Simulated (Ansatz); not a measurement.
Saddle point of CH8GeO, singlet (CH₆Ge ([CH3][GeH3]) + H₂O → CH₆GeO ([CH3][GeH2][OH]) + H₂; bonds formed: Ge1–O7, H2–H6; bonds broken: Ge1–H2, H6–O7), PBE0-D4/def2-TZVP structure:

Ge1  (-0.444, -0.203, -0.430)
H2  (1.360, 0.204, -0.958)
H3  (-0.475, -1.089, -1.692)
H4  (-1.930, 0.234, -0.230)
C5  (0.168, -1.006, 1.229)
H6  (0.937, 1.217, -0.879)
O7  (0.007, 1.781, -0.513)
H8  (-0.620, -1.632, 1.653)
H9  (1.066, -1.597, 1.057)
H10  (0.399, -0.209, 1.937)
H11  (-0.468, 2.301, -1.173)
(Å)

Energies are electronic, without zero-point energy. Barriers and step energies count from the start structure reached by relaxing down the imaginary mode; all methods use the PBE0-D4 structures, on which another method's saddle can fall below an end. Computed with Ansatz 0.2.0 (basis: def2-TZVPP, with def2-QZVPP for the basis limit); correlated methods freeze the cores. Filled d shells of the heavier atoms are correlated. The def2 sets are not built for correlating such inner shells, so the correlated values are less sure here. B3LYP uses VWN-RPA correlation. Extrapolation: Hartree–Fock as exp(−7.88 √X), correlation as X^−2.97.

| method | barrier (kcal/mol) | step energy (kcal/mol) |
| --- | --- | --- |
| SPW92 | 34.45 | 2.16 |
| PBE-D4 | 40.53 | 0.26 |
| BLYP-D4 | ? | -1.59 |
| r2SCAN-D4 | 43.53 | -0.84 |
| B97M-V | 45.66 | 0.42 |
| PBE0-D4 | ? | 0.92 |
| B3LYP-D4 | 46.48 | -0.73 |
| r2SCAN0-D4 | 46.76 | 0.06 |
| BHLYP-D4 | 51.29 | -0.32 |
| CAM-B3LYP-D4 | 47.72 | -0.48 |
| wB97X-V | 48.19 | -0.64 |
| wB97M-V | ? | -0.09 |
| B2PLYP | 48.13 | -1.16 |
| PBE-QIDH | 47.99 | -0.01 |
| RPA on PBE | 48.55 | -0.79 |
| HF | 62.04 | -0.37 |
| MP2 | 48.10 | -1.82 |
| CCSD | 51.57 | 0.03 |
| CCSD(T) | 49.09 | -0.44 |

Problem. Fill in the withheld barriers. (An estimate is asked for; the value comes from the calculation.)

Solution. By the calculation: PBE0-D4 45.00; wB97M-V 47.32; BLYP-D4 42.99 kcal/mol. Each is the energy of the saddle less that of the start structure, by the same method.

For comparison, the barrier by CCSD(T) at an estimated basis limit (MP2 extrapolated from triple and quadruple zeta, plus CCSD(T) − MP2 in triple zeta) is 50.02 kcal/mol.

The T1 diagnostic stays at or below 0.013.

Labels in which every atom is bracketed show which atoms are joined, not bond orders.

For scale, one of the runs: CCSD(T)/def2-TZVPP, 222 basis functions, launched by `ansatz run in.yaml --threads 4 --pin off --events-out ev --progress --plain --max-ram 9574MiB`. The run took 74 s on 4 CPU threads of an Arm Neoverse V2 (shared host), with 3.6 GiB of host memory at its peak.
